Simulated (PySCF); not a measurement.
## Si21Ge20H46: Orbital levels and atomic charges

System: Si21Ge20H46 (nanocrystal SiGe).

Cartesian coordinates (Å):
```
  1 Ge   -0.4760    1.1215   -4.5259
  2 Ge    1.5096   -0.0041   -1.2888
  3 Si   -0.4541    1.1365   -6.9003
  4 Si    1.4773   -0.0226   -3.6814
  5 Ge    1.4027   -0.0722   -7.6737
  6 Ge    1.4368   -2.2450   -4.5724
  7 Si    1.5583   -2.2904   -6.9320
  8 Ge   -2.3760   -0.0628   -1.3622
  9 Si   -2.4616    0.0137   -3.7462
 10 Ge   -2.3536   -2.2436   -4.4643
 11 Ge   -0.4839   -3.4395   -1.3297
 12 Si   -0.4489   -3.4451   -3.7402
 13 Ge    3.4145    1.1919    1.8534
 14 Si    3.4817    1.0969   -0.5241
 15 Si   -0.4852    1.0991    5.9713
 16 Ge   -0.4718    1.0971    1.9274
 17 Ge    1.4095   -0.0816    5.1257
 18 Si   -0.4899    1.1426   -0.4769
 19 Si    1.5537   -0.0283    2.7288
 20 Si    1.5080   -2.2960    5.9359
 21 Ge    1.4092   -2.2723    1.8596
 22 Si    1.4892   -2.2832   -0.5355
 23 Ge   -2.3731   -0.0783    5.1071
 24 Si   -2.4568   -0.0142    2.7238
 25 Si   -2.4546   -2.2907    5.9274
 26 Ge   -2.3678   -2.2475    1.8783
 27 Ge   -0.4740   -3.3232    5.1559
 28 Si   -2.4630   -2.2918   -0.5165
 29 Si   -0.4821   -3.4955    2.7520
 30 Ge   -0.4783   -5.6731    1.8135
 31 Si   -0.4748   -5.6966   -0.5539
 32 Ge    3.3597    3.3299   -1.2681
 33 Ge   -0.4871    3.4183   -1.3177
 34 Si   -0.4764    3.3496   -3.7013
 35 Ge    1.5258    4.4139    1.8804
 36 Si    1.4793    4.5419   -0.5099
 37 Si    3.4735    3.3866    2.7217
 38 Ge   -2.3921    4.4690    1.8271
 39 Ge   -0.4795    3.2998    5.1041
 40 Si   -2.4380    4.5062   -0.5197
 41 Si   -0.4844    3.3945    2.7427
 42 H    -1.6469    0.4358   -7.4096
 43 H    -0.5034    2.5020   -7.4355
 44 H     2.6802    0.6618   -4.2059
 45 H     2.6726    0.6645   -7.2824
 46 H     1.5591    0.0032   -9.1807
 47 H     2.6595   -2.9829   -4.0090
 48 H     2.7036   -3.0426   -7.4513
 49 H     0.3440   -2.9850   -7.3971
 50 H    -3.6055    0.6731   -0.8134
 51 H    -3.6798    0.6818   -4.2319
 52 H    -3.6252   -2.9935   -4.0923
 53 H    -2.4939   -2.3241   -5.9740
 54 H    -0.4817   -4.8374   -4.2178
 55 H     4.6370    0.4312    2.3776
 56 H     4.6765    0.3931   -1.0210
 57 H    -0.4724    1.1075    7.4413
 58 H     2.6647    0.6670    5.5999
 59 H     1.5428   -2.3089    7.4028
 60 H     2.7043   -2.9789    5.4350
 61 H     2.6663   -2.9833    2.3781
 62 H     2.6850   -3.0105   -1.0080
 63 H    -3.6117    0.6715    5.6070
 64 H    -3.6332    0.7037    2.1989
 65 H    -3.6486   -2.9840    5.4350
 66 H    -2.4878   -2.2953    7.3945
 67 H    -3.6205   -2.9700    2.3973
 68 H    -0.4731   -4.7757    5.6355
 69 H    -3.6553   -3.0151   -1.0044
 70 H     0.6767   -6.4373    2.4372
 71 H    -1.6294   -6.4471    2.4343
 72 H     0.7178   -6.4223   -1.0074
 73 H    -1.6664   -6.4284   -1.0039
 74 H     3.4969    3.3970   -2.7809
 75 H     4.6435    4.0629   -0.9032
 76 H     0.7060    4.0542   -4.2170
 77 H    -1.6473    4.0630   -4.2316
 78 H     1.5085    5.8651    2.3707
 79 H     1.5008    5.9198   -1.0287
 80 H     4.6741    4.0877    2.2514
 81 H     3.4713    3.3782    4.1872
 82 H    -3.6482    3.8513    2.4156
 83 H    -2.5107    5.8725    2.3984
 84 H     0.6883    4.1252    5.6267
 85 H    -1.6335    4.1278    5.6378
 86 H    -3.6327    3.8251   -1.0297
 87 H    -2.4781    5.8850   -1.0213
```

Method: PBE/def2-SVP, gas phase, PySCF, fitting set def2-universal-JFIT, grid level 1.

The tight-binding optimisation stopped short of its force threshold. Spin-orbit coupling is left out, which matters for the heavier atoms here.

Problem. Give the orbital energies near the gap.

Solution. 
```json
{"orbital": "HOMO-4", "eV": "-5.96"}
{"orbital": "HOMO-3", "eV": "-5.91"}
{"orbital": "HOMO-2", "eV": "-5.78"}
{"orbital": "HOMO-1", "eV": "-5.70"}
{"orbital": "HOMO", "eV": "-5.57"}
{"orbital": "LUMO", "eV": "-2.41"}
{"orbital": "LUMO+1", "eV": "-2.21"}
{"orbital": "LUMO+2", "eV": "-2.19"}
{"orbital": "LUMO+3", "eV": "-2.12"}
```

Problem. Give the partial charges of the non-hydrogen atoms.

Solution. 
```tsv
atom	Mulliken	IAO	Hirshfeld
Ge1	-0.14	-0.13	0.00
Ge2	-0.01	-0.10	0.00
Si3	0.09	0.21	0.15
Si4	-0.02	0.12	0.07
Ge5	0.04	0.04	0.11
Ge6	0.02	-0.04	0.05
Si7	0.09	0.21	0.15
Ge8	0.12	-0.02	0.05
Si9	-0.01	0.13	0.09
Ge10	0.06	0.04	0.09
Ge11	-0.06	-0.12	0.00
Si12	-0.02	0.13	0.08
Ge13	0.08	-0.03	0.06
Si14	0.00	0.14	0.09
Si15	-0.05	0.12	0.09
Ge16	0.01	-0.10	-0.02
Ge17	0.05	-0.04	0.05
Si18	-0.23	0.05	0.01
Si19	-0.20	0.05	0.01
Si20	0.10	0.22	0.15
Ge21	0.11	-0.03	0.04
Si22	0.00	0.13	0.07
Ge23	0.03	-0.04	0.05
Si24	-0.03	0.13	0.08
Si25	0.07	0.22	0.14
Ge26	0.10	-0.03	0.04
Ge27	0.06	-0.04	0.06
Si28	-0.02	0.13	0.08
Si29	-0.23	0.04	0.02
Ge30	0.12	0.07	0.11
Si31	0.10	0.21	0.15
Ge32	0.07	0.05	0.10
Ge33	-0.07	-0.12	0.00
Si34	0.14	0.22	0.13
Ge35	0.05	-0.03	0.05
Si36	-0.01	0.13	0.09
Si37	0.09	0.21	0.15
Ge38	0.09	0.06	0.11
Ge39	0.14	0.08	0.11
Si40	0.13	0.21	0.14
Si41	-0.17	0.03	0.02
```
